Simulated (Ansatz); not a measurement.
A search over several starts for the lowest SCF solution of the cluster CaTe₂⁺ at the given spin, in a small basis.

```yaml
crystal:
  periodic: [false, false, false]
  atoms:
    - {symbol: Ca, position_ang: [1.231423, 0.943126, 0.475588]}
    - {symbol: Te, position_ang: [-0.497809, 0.039049, -1.555631]}
    - {symbol: Te, position_ang: [-0.733613, -0.982175, 1.080043]}
basis:
  gaussian: {orbitals: def2-SVP}
total_charge: 1
magnetization: {spin_polarized: true, initial_magnetization: 1}
hamiltonian: {xc: pbe0, dispersion: d4}
output: {orbitals: {seedname: orbitals}}
```

```sh
$ ansatz run in.yaml --threads 4 --pin off --events-out ev --progress --plain --max-ram 3916MiB
```

It prints (some lines left out):

```
Functional definition: PBE0
940 factors; integrals over basis functions are off by at most 2.4e-4 eV
mean field evaluation 1: about -33011.4479 eV, gradient 1.8e1 eV
mean field evaluation 2: about -33010.2698 eV, gradient 2.2e1 eV
mean field evaluation 4: about -33013.8523 eV, gradient 1.0e0 eV
mean field evaluation 8: about -33014.0070 eV, gradient 4.7e-2 eV
mean field evaluation 16: about -33014.0070 eV, gradient 7.9e-5 eV
mean field -33014.00700991 eV, -1213.2423799167 hartree, gradient 1.8e-5 eV, S^2 0.756313; 2 other end points of the search recorded, 0 dependent functions left out
reference -33014.00705175 eV, -1213.2423814542 hartree; 34, 33 occupied and 42, 43 virtual orbitals, 940 factors
Total energy: -33014.11433482 eV, -1213.2463240342 hartree
```

Run time 2.2 s (4 threads of Intel Xeon on a shared host).

In the def2 sets Te takes a core potential; there is no spin–orbit coupling. The structure comes from a short search, and lower isomers may exist.
